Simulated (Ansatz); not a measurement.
Consider the redistribution: `[CH3][SnH]([F])[CH2]Cl` + `Cl[CH2][GeH3]` → `[CH3][SnH2][CH2]Cl` + `[F][GeH2][CH2]Cl`.

Calculated with Ansatz (gas phase, PBE0-D4/def2-TZVP geometries, no zero-point term in ΔE). CCSD(T)/CBS adds triple-zeta CCSD(T) − MP2 to the extrapolated MP2 energy (def2 sets, frozen cores). Functionals use def2-TZVPP. B3LYP here is the variant with VWN-RPA as its local correlation; programs differ in this. def2 core potentials past Kr. For Ge, Sn outer-core shells are correlated without core-valence functions, which leaves a few kJ/mol of doubt a bond. Scalar relativity is left out up to krypton. Each species was taken in one conformer, which may not be the lowest.

```
             level  ΔE (kJ/mol)  difference from CCSD(T)/CBS
            PBE-D4         15.4                         -1.1
         r2SCAN-D4         14.3                         -2.2
           PBE0-D4         11.5                         -5.0
          B3LYP-D4         13.3                         -3.2
           ωB97X-V         11.8                         -4.7
           ωB97M-V         10.8                         -5.7
            B2PLYP         11.9                         -4.6
               PBE         15.9                         -0.6
            r2SCAN         14.4                         -2.1
              PBE0         11.9                         -4.6
     HF/def2-TZVPP          5.3                        -11.2
    MP2/def2-TZVPP          6.8                         -9.7
CCSD(T)/def2-TZVPP          6.8                         -9.7
    MP2/def2-QZVPP         12.9                         -3.6
      HF/CBS(def2)          7.0                         -9.5
     MP2/CBS(def2)         16.5                          0.0
       CCSD(T)/CBS         16.5                            0
```

Largest T1 diagnostic among the species: 0.012.

From PBE to PBE0 (25 % exact exchange), in def2-TZVPP and without D4, ΔE moves by −4.0 kJ/mol.
